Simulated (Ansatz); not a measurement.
Species: COs, net charge 0, triplet state. The spin state was set by rule; other spins were not relaxed. 
Geometry from a B3LYP-D3(BJ)/def2-TZVP (Ansatz, a quantum-chemistry and plane-wave program) optimisation:
SMILES: [C][Os]
```xyz
2

Os     0.0000     0.0000    -0.1217
C      0.0000     0.0000     1.5411
```
Charge 0, spin multiplicity 3.

Property: vertical ionisation energy (to the quartet state of charge +1; each state is the SCF solution reached for its spin; the UHF <S^2> is 4.28 for the quartet (pure: 3.75) and 2.88 for the triplet (pure: 2.00); for the quartet T1 is 0.073; for the triplet T1 is 0.100), in eV. Correlated levels leave the core frozen unless marked. Open shells are spin-unrestricted. Spin-orbit coupling is left out. Frozen are the shells of the preceding noble gas and the d and f shells that filled before the atom's block. In def2 rows, elements after Kr have scalar-relativistic effective core potentials. CBS marks a two-point X^-3 extrapolation of the correlation energy; Hartree-Fock from the larger set.

```json
[
 {"level": "CAM-B3LYP/def2-TZVPD", "program": "Ansatz", "vertical ionisation energy (eV)": "[?]"},
 {"level": "wB97X-V/def2-TZVPD", "program": "Ansatz", "vertical ionisation energy (eV)": "[?]"},
 {"level": "CCSD/def2-TZVPPD", "program": "Ansatz", "vertical ionisation energy (eV)": "8.32"},
 {"level": "CCSD(T)/CBS(def2-TZVPPD,def2-QZVPPD)", "program": "Ansatz", "vertical ionisation energy (eV)": "8.56"}
]
```

Complete the blanks.


- CAM-B3LYP/def2-TZVPD, vertical ionisation energy (eV): 8.59
- wB97X-V/def2-TZVPD, vertical ionisation energy (eV): 8.49
